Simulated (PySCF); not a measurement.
An equivalent PySCF input for Si(2+) (silicon, charge +2), [Ne] 3s2, closed-shell 1S, with the spin-free X2C one-electron Hamiltonian (Gaussian nucleus):

```python
from pyscf import gto, scf, dft, mp, cc
import basis_set_exchange as bse
mol = gto.M(atom="Si 0 0 0", charge=2, spin=0, symmetry="D2h",
            basis=gto.basis.parse(bse.get_basis("aug-cc-pCVTZ-DK", elements=["Si"], fmt="nwchem")),
            nucmod="G")
mf = dft.UKS(mol, xc="M06").sfx2c1e()
mf.irrep_nelec = {'Ag': (3, 3), 'B1u': (1, 1), 'B2u': (1, 1), 'B3u': (1, 1)}
mf.kernel()
```

It reaches the same state as the run whose output follows, with an energy that differs only through the grid. The run itself started from symmetry-adapted Hartree-Fock orbitals and held the occupation by maximum overlap, on a logarithmic radial grid, so the iterations belong to that start.

```
SCF conv_tol = 1e-09
number electrons alpha = 6  beta = 6
XC functionals = M06
    Y. Zhao and D. G. Truhlar.,  Theor. Chem. Acc. 120, 215 (2008)
    Y. Zhao and D. G. Truhlar.,  Theor. Chem. Acc. 120, 215 (2008)
cycle= 1 E= -289.082989785608  delta_E= -0.00688  |g|= 0.0239  |ddm|= 0.279
cycle= 2 E= -289.083055393017  delta_E= -6.56e-05  |g|= 0.00472  |ddm|= 0.106
cycle= 3 E= -289.083057366694  delta_E= -1.97e-06  |g|= 0.00193  |ddm|= 0.00454
cycle= 4 E= -289.083057659256  delta_E= -2.93e-07  |g|= 2.99e-05  |ddm|= 0.0018
cycle= 5 E= -289.0830576594  delta_E= -1.43e-10  |g|= 1.17e-06  |ddm|= 0.000217
converged SCF energy = -289.0830576594  <S^2> = -1.0658141e-14  2S+1 = 1
```
